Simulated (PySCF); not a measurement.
Al(Cl)(NH2)2 (AlClH₄N₂), SMILES [NH2][Al]([NH2])[Cl].

The structure is a stationary point at PBE0-D3(BJ)/def2-SVP. Other conformers were not sampled.

Level of theory: C-PCM-PBE0/def2-SVP run with PySCF.

The values are the electrostatic part of the solvation free energy, E(continuum) − E(gas) at the gas-phase geometry, in a cavity of scaled van der Waals radii (PySCF's table); cavitation and dispersion terms are not included. A continuum can't describe solvent molecules that bind to the metal. In vacuum the orbital gap is 7.18 eV. The dipole moment in vacuum is 2.70 D.

**Question.** Estimate the values in water (ε = 78.36), tetrahydrofuran (ε = 7.43), dimethylsulfoxide (ε = 46.83). (The exact figures need the calculation; the answer reports its results.)

**Answer.** 
```tsv
solvent	ε	ΔG(elec) (kcal/mol)	dipole (D)	gap (eV)
water	78.36	-6.0	3.26	7.19
tetrahydrofuran	7.43	-5.2	3.18	7.19
dimethylsulfoxide	46.83	-5.9	3.25	7.19
```
